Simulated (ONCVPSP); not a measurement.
Pseudopotential generation for Pt: ONCV, PBE, scalar-relativistic.

```json
{
  "Element": "platinum (Pt)",
  "Generator": "ONCVPSP 4.0.1",
  "Type": "optimised norm-conserving Vanderbilt (ONCV)",
  "Functional": "PBE",
  "Relativity": "scalar-relativistic",
  "Frozen core": "[Kr] 4d10 4f14",
  "Valence charge": "18",
  "Reference configuration": "5s2 5p6 5d9 (charge +1)",
  "Partial waves": "5s: rc 1.10 bohr, ncon 4, nbas 7, qcut 6.6 1/bohr, 2 projectors, debl 2.1 Ha; 5p: rc 1.15 bohr, ncon 3, nbas 6, qcut 8.3 1/bohr, 2 projectors, debl 4 Ha; 5d: rc 2.05 bohr, ncon 4, nbas 9, qcut 8.3 1/bohr, 2 projectors, debl 3.8 Ha",
  "Local potential": "polynomial inside 1.05 bohr (lpopt 4, dvloc0 1 Ha)",
  "Core correction": "Teter function, fcfact 3, rcfact 1.6"
}
```

In the s channel the program set the typed energies aside and used -4.044, 0.250 Ha.

Question: Does the generator finish with these settings?

Answer: Yes, a potential is produced and its reference levels are reproduced.

Question: Estimate the cutoffs (Ha) at which the residual kinetic energy of the hardest occupied pseudo-wave falls to 1 and 0.1 mHa per electron.

Answer: 95 Ha and 111 Ha.

Question: Does the potential have ghost states?

Answer: No bound ghost flagged; GHOST(+) flagged for s at 359.1 eV.

Question: Which valence shell sets the plane-wave cutoff?

Answer: 5s: 95 Ha for 1 mHa per electron, against 34 Ha for 5p.

Question: Tests: 5s2 5p6 5d9 6s1; 5s2 5p6 5d8; 5s2 5p6 5d7; 5s2 5p6 5d6. Which has the largest error in its energy relative to the reference configuration, and how large is it?

Answer: 5s2 5p6 5d6, with -73 meV (all-electron minus pseudo) on +97.84 eV.
